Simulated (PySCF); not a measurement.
# Indirect couplings

Bonds (- single, = double, # triple, : aromatic): N1#C2 1.156 Å, C2-C3 1.453 Å, C3-C4 1.508 Å, C4=O5 1.272 Å, O5-B6 1.535 Å, B6-O7 1.534 Å, O7-C8 1.265 Å, C8=C9 1.397 Å, C9-C4 1.395 Å. C3 carries H10, H11; B6 carries H12, H13; C8 carries H14; C9 carries H15. Formal charges: O5 +1, B6 -1.

Indirect spin–spin couplings were computed at B3LYP/pcJ-1 (spin–dipole term only in couplings to heteroatoms) (PySCF 2.14) on a PBE0-D3(BJ)/def2-SVP structure, for the isolated molecule, without vibrational or relativistic corrections. Couplings are averaged over pairs made equivalent by symmetry, fast rotation or ring inversion, so a value needn't be that of the named pair in this geometry, while other rotamers aren't included; one pair stands for each set, and the list holds a selection of those of at least 0.8 Hz over up to four bonds, among pairs with at least one B or H atom (others weren't computed).

Isotopes: $^{13}$C, $^{1}$H, $^{11}$B, $^{17}$O, $^{15}$N. Couplings to quadrupolar nuclei such as 17O and 33S are rarely resolved in practice.

| pair | bonds | J (Hz) |
| --- | --- | --- |
| C3, H10 | 1 | ? |
| O5, B6 | 1 | 10.6 |
| B6, O7 | 1 | 10.7 |
| B6, H12 | 1 | ? |
| C8, H14 | 1 | 193.3 |
| C9, H15 | 1 | ? |
| C2, H10 | 2 | -9.6 |
| C4, B6 | 2 | -1.9 |
| C4, H10 | 2 | -8.5 |
| O5, H12 | 2 | -9.7 |
| B6, C8 | 2 | -2.2 |
| O7, H12 | 2 | -9.1 |
| C8, H15 | 2 | ? |
| C9, H14 | 2 | 14.4 |
| H10, H11 | 2 | ? |
| H12, H13 | 2 | -1.4 |
| N1, H10 | 3 | ? |
| C3, B6 | 3 | ? |
| C3, H15 | 3 | 1.9 |
| C4, H12 | 3 | 3.7 |
| B6, C9 | 3 | 6.1 |
| B6, H14 | 3 | 4.3 |
| O7, H15 | 3 | -1.0 |
| C8, H12 | 3 | ? |
| C9, H10 | 3 | 1.9 |
| C3, H14 | 4 | 1.5 |

Estimate the withheld couplings, with signs.

## Answers


- $^{1}J$(C3,H10) = 142.1 Hz (bond length 1.103 Å, sp3 carbon)
- $^{1}J$(B6,H12) = 140.9 Hz (mean over equivalent pairs that range from 135.4 to 146.5 Hz in this conformer)
- $^{1}J$(C9,H15) = 185.8 Hz (bond length 1.088 Å, sp2 carbon)
- $^{2}J$(C8,H15) = 6.1 Hz (angle at C9 121°)
- $^{2}J$(H10,H11) = -25.5 Hz (angle at C3 106°)
- $^{3}J$(N1,H10) = -1.7 Hz
- $^{3}J$(C3,B6) = 1.8 Hz (dihedral angle 167°)
- $^{3}J$(C8,H12) = 3.5 Hz (mean over equivalent pairs that range from 1.0 to 6.0 Hz in this conformer)
